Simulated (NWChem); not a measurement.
System meant: C2H8OSi; SMILES C[SiH](C)O

NWChem input:

```
start job
memory heap 200 mb stack 900 mb global 1100 mb
geometry units angstroms noautosym nocenter noautoz
  Si     0.100985    -0.000157     0.341544
  C     -0.844042    -1.544210    -0.189784
  C     -0.840098     1.546186    -0.190113
  O      1.675328    -0.002239    -0.237698
  H      0.274322    -0.000209     1.817832
  H     -0.990316    -1.585335    -1.276670
  H     -0.314544    -2.455288     0.111213
  H     -1.838410    -1.567300     0.274152
  H     -0.308238     2.455971     0.110633
  H     -0.986321     1.587423    -1.277001
  H     -1.834377     1.571948     0.273874
  H      1.779353    -0.002726    -1.199191
end
basis spherical
  Si library 6-31g*
  C library 6-31g*
  O library 6-31g*
  H library 6-31g*
end
dft
  xc xtpss03 ctpss03
  iterations 150
end
property
  shielding 8 1 2 4 5 6 7 8 12
end
task dft property
```

End of the output:

```
 Vector   24  Occ=0.000000D+00  E= 7.713707D-02
              MO Center=  2.6D-02,  1.9D-04,  2.8D-01, r^2= 5.7D+00
   Bfn.  Coefficient  Atom+Function         Bfn.  Coefficient  Atom+Function
  ----- ------------  ---------------      ----- ------------  ---------------
    12      1.221227   1 Si py               24      1.156750   2 C  s
    38     -1.157200   3 C  s                64     -0.493937   6 H  s
    72      0.494151  10 H  s                 8      0.263122   1 Si py
    54     -0.240648   4 O  py               50     -0.180599   4 O  py
    25      0.162500   2 C  px               39     -0.162230   3 C  px

 center of mass
 --------------
 x =   0.12826297 y =  -0.00029759 z =   0.00050590

 moments of inertia (a.u.)
 ------------------
         331.293932088314          -0.021661835317           6.268573645095
          -0.021661835317         311.932628158213           0.015743284120
           6.268573645095           0.015743284120         548.413562222552

     Multipole analysis of the density
     ---------------------------------

     L   x y z        total         alpha         beta         nuclear
     -   - - -        -----         -----         ----         -------
     0   0 0 0     -0.000000    -21.000000    -21.000000     42.000000

     1   1 0 0     -0.432400     -0.682058     -0.682058      0.931716
     1   0 1 0      0.000320      0.003722      0.003722     -0.007124
     1   0 0 1     -0.672867      0.196949      0.196949     -1.066765

     2   2 0 0    -26.248237    -90.328986    -90.328986    154.409734
     2   1 1 0      0.001128     -0.015122     -0.015122      0.031372
     2   1 0 1     -2.336941      0.563956      0.563956     -3.464853
     2   0 2 0    -24.769905   -102.862480   -102.862480    180.955054
     2   0 1 1      0.003724      0.006520      0.006520     -0.009316
     2   0 0 2    -23.323171    -30.759753    -30.759753     38.196335

          -----------------------------------------
          Chemical Shielding Tensors (GIAO, in ppm)
          -----------------------------------------

 ------------------------------------------------------------------------
  xtpss03: d2 not coded                    0
 ------------------------------------------------------------------------
 ------------------------------------------------------------------------
  current input line :
    30: task dft property
 ------------------------------------------------------------------------
 ------------------------------------------------------------------------
 This error has not yet been assigned to a category
 ------------------------------------------------------------------------
 For more information see the NWChem manual at https://nwchemgit.github.io

0: xtpss03: d2 not coded:Received an Error in Communication
```

Problem. Can this run be used? If not, why, and what is the fix?

Solution. The run crashed. Cause: this functional's second derivatives, which shieldings need, aren't coded here; the fix takes a hybrid GGA instead. This input runs:
```
start job
memory heap 200 mb stack 900 mb global 1100 mb
geometry units angstroms noautosym nocenter noautoz
  Si     0.100985    -0.000157     0.341544
  C     -0.844042    -1.544210    -0.189784
  C     -0.840098     1.546186    -0.190113
  O      1.675328    -0.002239    -0.237698
  H      0.274322    -0.000209     1.817832
  H     -0.990316    -1.585335    -1.276670
  H     -0.314544    -2.455288     0.111213
  H     -1.838410    -1.567300     0.274152
  H     -0.308238     2.455971     0.110633
  H     -0.986321     1.587423    -1.277001
  H     -1.834377     1.571948     0.273874
  H      1.779353    -0.002726    -1.199191
end
basis spherical
  Si library 6-31g*
  C library 6-31g*
  O library 6-31g*
  H library 6-31g*
end
dft
  xc pbe0
  iterations 150
end
property
  shielding 8 1 2 4 5 6 7 8 12
end
task dft property
```
It converges to -445.46997 Ha (PBE0/6-31G* (spherical d), GIAO).
